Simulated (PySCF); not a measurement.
# What a mistake does to a calculation on AlB2CH4 cation

These are calculations, not measurements. The program is PySCF 2.14.0, an open-source quantum chemistry code, run on an isolated molecule that a program drew, which may never have been made. The molecule is AlB2CH4 cation (charge +1, singlet), drawn as the SMILES string `C=B[BH][AlH+]`.

Each row is a Hartree-Fock (HF) and frozen-core CCSD(T) single point in the cc-pV(D+d)Z basis, meant for a local HF minimum. Run 1 is clean. Each other run has one planted mistake out of seven kinds, and not every kind appears here: one electron removed, one electron added, multiplicity raised by two, geometry at a saddle point, minimal basis STO-3G, one bond length entered in bohr, all coordinates scaled. The reference is restricted for singlets and unrestricted otherwise, and also for a bond in bohr. Adding or removing an electron swaps singlet and doublet. Electrons count all cores. HOMO and LUMO are orbital energies over both spins, the gradient is its largest component, and the lowest frequency (negative if imaginary) is given only where the gradient is small. Bond lengths are over the 7 bonds as drawn. T1 is the CCSD diagnostic: over 0.02 (restricted) or 0.045 (unrestricted) a single reference is doubtful.

Geometry of the clean run:
```xyz
8
AlB2CH4 cation, angstrom
C    -2.2827   -1.9004   -0.8440
B    -2.2770   -0.4999   -0.8319
B    -2.1901    1.1080   -0.8230
Al   -0.2750    2.0476   -0.9382
H    -1.3747   -2.4918   -0.9080
H    -3.2051   -2.4711   -0.7895
H    -3.1163    1.8564   -0.7563
H     1.1092    2.7450   -1.0211
```

| run | electrons | basis functions | <S^2> | HOMO (eV) | LUMO (eV) | gradient (hartree/bohr) | lowest frequency (cm^-1) | mean bond (Å) | longest bond (Å) | T1 | HF (hartree) | CCSD(T) (hartree) | mistake |
|---|---|---|---|---|---|---|---|---|---|---|---|---|---|
| 1 | 32 | 85 | 0.000 | -13.13 | -5.30 | 2.7e-05 | 89 | 1.4376 | 2.136 | 0.0240 | -331.14127 | -331.53232 | no fault |
| 2 | 32 | 85 | 0.000 | -12.33 | -5.17 | 5.2e-02 | - | 1.5814 | 2.350 | 0.0264 | -331.08417 | -331.49087 | all coordinates scaled |
| 3 | 32 | 85 | 1.566 | -13.34 | -4.92 | 5.8e-02 | - | 1.6349 | 2.933 | 0.0631 | -331.06891 | -331.42666 | one bond length entered in bohr |
| 4 | 33 | 85 | 0.928 | -6.52 | 0.59 | 2.9e-02 | - | 1.4376 | 2.136 | 0.0367 | -331.36009 | -331.76392 | one electron added |
| 5 | 32 | 85 | 2.014 | -12.24 | -5.01 | 8.4e-02 | - | 1.4376 | 2.136 | 0.0167 | -331.12413 | -331.47713 | ? |
| 6 | 32 | 28 | 0.000 | -11.30 | -0.89 | 5.2e-02 | - | 1.4376 | 2.136 | 0.0184 | -327.21836 | -327.43806 | ? |

**Which mistake was planted in run 5, and what did it cost?**

Electrons, basis and geometry are unchanged, and <S^2> is 2.014, beside S(S+1) = 2.00 for a multiplicity of 3. So the mistake is: multiplicity raised by two. Subtracting run 1 and multiplying by 627.51 kcal/mol a hartree, the energy moved by 10.8 kcal/mol in HF and 34.6 kcal/mol in CCSD(T).

**Which mistake was planted in run 6, and what did it cost?**

It has 28 basis functions where the clean run has 85, with the same electrons and geometry. So the mistake is: minimal basis STO-3G. Subtracting run 1 and multiplying by 627.51 kcal/mol a hartree, the energy moved by 2461.7 kcal/mol in HF and 2569.2 kcal/mol in CCSD(T).

Cautions from the logs. Run 1: T1 is over the limit, so its CCSD(T) energy is less reliable; run 2: T1 is over the limit, so its CCSD(T) energy is less reliable; run 3: T1 is over the limit, so its CCSD(T) energy is less reliable.
